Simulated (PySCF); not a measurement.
Simulation results for BH4NOSi, B2FHN, B2ClH3N

All values are calculated (PySCF 2.14.0). Calculation on a computer-drawn molecule: the log of a Hartree-Fock and frozen-core CCSD(T) single point meant for a local Hartree-Fock minimum, with one planted fault or none, to be diagnosed. Offsets are logged minus clean, where the clean run is the same molecule without the fault. The reference is restricted for singlets and unrestricted otherwise, and also for a bond in bohr or an excited solution. Adding or removing an electron swaps singlet and doublet. The excited solution moves the top pair (singlet) or top alpha electron (doublet) to the lowest empty orbital. Highest occupied and lowest empty are orbital energies over both spins, largest force is the largest gradient component, triples share is (T) over the correlation energy, the T1 limit is 0.02 restricted and 0.045 unrestricted, electrons count all cores, a negative frequency is imaginary (commonest isotopes), and the dipole is about the centre of nuclear charge.

Common to all runs: meant multiplicity 1; logged SCF converged yes; logged CC converged yes; logged SCF stable within its kind yes; possible faults no fault, one electron removed, one electron added, multiplicity raised by two, geometry at a saddle point, SCF held on an excited solution, minimal basis STO-3G, one bond length entered in bohr, all coordinates scaled.

(1) BH4NOSi

Logged structure:
```xyz
8
BH4NOSi
N     -1.5952     4.2408     0.5402
B     -1.3940     3.2750    -0.1964
O     -1.1796     2.2393    -0.9856
Si    -0.0456     1.6398    -2.0431
H     -1.7802     5.0002     1.1354
H     -0.5723     0.3618    -2.5464
H      0.1461     2.5950    -3.1503
H      1.2286     1.4320    -1.3302
```

```
meant charge                         : 0
meant basis                          : cc-pV(D+d)Z
logged electrons                     : 39
logged basis functions               : 85
logged spin squared                  : 0.757
logged highest occupied              : 2.4747 eV
logged lowest empty                  : 9.0656 eV
logged largest force                 : 0.053992 hartree/bohr
logged T1 diagnostic                 : 0.021517
logged D1 diagnostic                 : 0.10986
logged triples share                 : 0.02979
logged dipole magnitude              : 4.8887 debye
logged energy HF                     : -445.24773 hartree
logged energy CCSD(T)                : -445.83558 hartree
planted fault                        : one electron added
HF energy offset from clean run      : 68.52 kcal/mol
CCSD(T) energy offset from clean run : 55.64 kcal/mol
```

Drawn bonds:
```
atom  other atom  order
   1           2      2
   2           3      1
   3           4      1
   1           5      1
   4           6      1
   4           7      1
   4           8      1
```

Notes: highest electron not bound in this basis.

(2) B2FHN

Logged structure:
```xyz
5
B2FHN
N     -3.0355    -0.2618     1.2581
B     -2.1562     0.1262     0.5264
B     -0.9553     0.6561    -0.4728
F     -0.0683     1.0476    -1.2105
H     -3.7600    -0.5814     1.8617
```

```
meant charge                         : 1
meant basis                          : cc-pVDZ
logged electrons                     : 26
logged basis functions               : 61
logged spin squared                  : 2.0157
logged highest occupied              : -14.032 eV
logged lowest empty                  : -7.2985 eV
logged largest force                 : 0.18076 hartree/bohr
logged T1 diagnostic                 : 0.018187
logged D1 diagnostic                 : 0.058866
logged triples share                 : 0.025694
logged dipole magnitude              : 4.8879 debye
logged energy HF                     : -203.47724 hartree
logged energy CCSD(T)                : -203.94076 hartree
planted fault                        : multiplicity raised by two
HF energy offset from clean run      : 60.99 kcal/mol
CCSD(T) energy offset from clean run : 97.84 kcal/mol
```

Drawn bonds:
```
atom  other atom  order
   1           2      2
   2           3      1
   3           4      1
   1           5      1
```

(3) B2ClH3N

Logged structure:
```xyz
7
B2ClH3N
N     -2.0046     2.1110     0.7129
B     -0.8140     2.2235     0.7825
B      0.8105     2.3933     0.9606
Cl     1.6295     2.1377    -0.7591
H     -2.9278     2.0051     0.5727
H      1.2617     1.5747     1.6595
H      1.1028     3.4704     1.3022
```

```
meant charge                         : -1
meant basis                          : aug-cc-pV(D+d)Z
logged electrons                     : 38
logged basis functions               : 128
logged spin squared                  : 0
logged highest occupied              : -5.4875 eV
logged lowest empty                  : 3.6003 eV
logged largest force                 : 0.07091 hartree/bohr
logged T1 diagnostic                 : 0.012347
logged D1 diagnostic                 : 0.033664
logged triples share                 : 0.034742
logged dipole magnitude              : 2.0664 debye
logged energy HF                     : -565.1551 hartree
logged energy CCSD(T)                : -565.72435 hartree
planted fault                        : all coordinates scaled, by -4.2 %
HF energy offset from clean run      : 8.029 kcal/mol
CCSD(T) energy offset from clean run : 11.57 kcal/mol
```

Drawn bonds:
```
atom  other atom  order
   1           2      2
   2           3      1
   3           4      1
   1           5      1
   3           6      1
   3           7      1
```

(4) B2ClH3N

Logged structure:
```xyz
7
B2ClH3N
N     -2.0925     2.2036     0.7442
B     -0.8497     2.3210     0.8168
B      2.3547     2.6560     1.1682
Cl     3.2096     2.3892    -0.6269
H     -3.0562     2.0930     0.5978
H      2.8258     1.8015     1.8978
H      2.6598     3.7803     1.5247
```

```
meant charge                         : -1
meant basis                          : aug-cc-pV(D+d)Z
logged electrons                     : 38
logged basis functions               : 128
logged spin squared                  : 0
logged highest occupied              : -3.7745 eV
logged lowest empty                  : 3.7282 eV
logged largest force                 : 0.052534 hartree/bohr
logged T1 diagnostic                 : 0.022524
logged D1 diagnostic                 : 0.088685
logged triples share                 : 0.04068
logged dipole magnitude              : 3.564 debye
logged energy HF                     : -565.0515 hartree
logged energy CCSD(T)                : -565.63025 hartree
planted fault                        : one bond length entered in bohr, row 2 of the drawn bonds
HF energy offset from clean run      : 73.04 kcal/mol
CCSD(T) energy offset from clean run : 70.61 kcal/mol
```

Drawn bonds:
```
atom  other atom  order
   1           2      2
   2           3      1
   3           4      1
   1           5      1
   3           6      1
   3           7      1
```
